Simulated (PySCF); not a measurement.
Isomers of C7H7ClO, one GFN2-xTB conformer each. Single-point energies are computed at PBE0/pcSseg-1 (PySCF, gas phase, no added dispersion term), electronic only.

```tsv
SMILES	GFN2-xTB relative energy (kcal/mol)
COc1cccc(Cl)c1	0.0
COc1ccc(Cl)cc1	0.5
COC1=CC=C/C1=C/Cl	32.5
```

Conformers: `[CH3:1][O:2][c:3]1[cH:4][cH:5][cH:6][c:7]([Cl:8])[cH:9]1` with C1–O2–C3–C4 180°; `[CH3:1][O:2][c:3]1[cH:4][cH:5][c:6]([Cl:7])[cH:8][cH:9]1` with C1–O2–C3–C4 180°; `[CH3:1][O:2][C:3]1=[CH:4][CH:5]=[CH:6]/[C:7]1=[CH:8]/[Cl:9]` with C1–O2–C3–C4 0°.

Q: What does PBE0/pcSseg-1 give for the same structures?

A: 
```tsv
SMILES	PBE0/pcSseg-1 E (Eh)	PBE0/pcSseg-1 (kcal/mol)	GFN2-xTB (kcal/mol)	point group
COc1cccc(Cl)c1	-805.75558	0.0	0.0	Cs
COc1ccc(Cl)cc1	-805.75477	0.5	0.5	Cs
COC1=CC=C/C1=C/Cl	-805.69606	37.3	32.5	Cs
```

Both levels put the same isomer lowest; measured from each level's own lowest isomer, the values differ by up to 4.8 kcal/mol (COC1=CC=C/C1=C/Cl: 32.5 against 37.3). As drawn, the lowest has an aromatic ring, which the highest lacks; the highest has a C=C bond outside aromatic rings, which the lowest lacks. Neighbours under 2.5 kcal/mol apart (COc1cccc(Cl)c1 and COc1ccc(Cl)cc1) can change places with a better method, another conformer or zero-point energy.

Q: Which frontier levels, dipoles and rotational constants go with these structures?

A: 
| SMILES | HOMO (eV, PBE0/pcSseg-1) | LUMO (eV) | dipole (D) | A, B, C (MHz) |
| --- | --- | --- | --- | --- |
| COc1cccc(Cl)c1 | -6.68 | -0.47 | 1.62 | 2305, 967.4, 684.4 |
| COc1ccc(Cl)cc1 | -6.48 | -0.53 | 2.83 | 4919, 689.9, 607.4 |
| COC1=CC=C/C1=C/Cl | -5.81 | -1.90 | 1.08 | 1898, 1249, 756.9 |
